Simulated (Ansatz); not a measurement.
```yaml
crystal:
  periodic: [false, false, false]
  atoms:
    - {symbol: Ge, position_ang: [-2.738762, -0.202328, -0.156647]}
    - {symbol: Ga, position_ang: [-0.550641, 0.113006, 0.163852]}
    - {symbol: B, position_ang: [1.103323, -0.438633, 1.008163]}
    - {symbol: C, position_ang: [2.081542, -0.416937, 0.046217]}
    - {symbol: Al, position_ang: [1.337115, 1.185033, -0.592695]}
    - {symbol: Xx, position_ang: [-3.438494, 1.006396, 0.086003]}
    - {symbol: H, position_ang: [-2.986259, -0.573807, -1.501435]}
    - {symbol: H, position_ang: [-3.297634, -1.200847, 0.678771]}
    - {symbol: H, position_ang: [1.349259, -0.443603, 2.081958]}
    - {symbol: H, position_ang: [1.822014, -0.606149, -0.938775]}
    - {symbol: H, position_ang: [3.047542, -0.630857, 0.190065]}
    - {symbol: H, position_ang: [2.270995, 2.208726, -1.065467]}
basis:
  gaussian: {orbitals: def2-TZVPP, nuclear_model: gaussian}
total_charge: 1
magnetization: {spin_polarized: true, initial_magnetization: 1}
hamiltonian: {xc: {name: BLYP}, dispersion: d3bjatm}
output: {forces: true}
```

```sh
$ ansatz run in.yaml --threads 2 --pin off --events-out ev --progress --plain --max-ram 22528MiB --backend cpu
```

Problem. How does Ansatz answer? (Best estimate.)

Solution. Ansatz gave: The input was rejected before any iteration.
```
Error: YAML parse error: error: line 9 column 16: `Xx` is not an element symbol (H … Og, case-exact)
 7 |     - {symbol: C, position_ang: [2.081542, -0.416937, 0.046217]}
 8 |     - {symbol: Al, position_ang: [1.337115, 1.185033, -0.592695]}
 9 |     - {symbol: Xx, position_ang: [-3.438494, 1.006396, 0.086003]}
10 |     - {symbol: H, position_ang: [-2.986259, -0.573807, -1.501435]}
11 |     - {symbol: H, position_ang: [-3.297634, -1.200847, 0.678771]}
```
